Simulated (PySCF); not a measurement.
C2H6BNO, SMILES NB1CCO1.

The structure is a stationary point at PBE0-D3(BJ)/def2-SVP. This is a generated structure with no PubChem entry under its InChIKey; it may be hypothetical. The values are those of a single conformer.

Level of theory: TDA-B3LYP/def2-SVPD in PySCF.

Vertical excitations.  State labels are in the subgroup Cs.

List the lowest excited states. (An estimate is asked for; the answer gives what the named calculation found.)


```csv
state,symmetry,energy (eV),λ (nm),f,main pairs
S1,A",6.43,193,0.020,HOMO→LUMO 98 %
S2,A",7.37,168,0.000,HOMO→LUMO+1 95 %
S3,A',7.39,168,0.037,HOMO−1→LUMO 98 %
S4,A",7.86,158,0.000,HOMO→LUMO+3 93 %
S5,A',8.00,155,0.010,HOMO−2→LUMO 95 %
S6,A",8.08,153,0.023,"HOMO−3→LUMO 74 %, HOMO→LUMO+4 12 %"
S7,A',8.08,153,0.078,HOMO→LUMO+2 78 %
S8,A',8.18,151,0.038,HOMO−1→LUMO+1 93 %
S9,A",8.20,151,0.004,"HOMO→LUMO+4 43 %, HOMO→LUMO+6 23 %, HOMO−3→LUMO 18 %, HOMO−1→LUMO+2 14 %"
S10,A",8.25,150,0.017,"HOMO−1→LUMO+2 73 %, HOMO→LUMO+4 20 %"
T1,A",6.24,199,0,HOMO→LUMO 94 %
T2,A',6.78,183,0,HOMO→LUMO+2 91 %
T3,A",7.23,172,0,HOMO→LUMO+1 87 %
T4,A',7.25,171,0,HOMO−1→LUMO 97 %
```
Triplets are in the Tamm–Dancoff approximation.
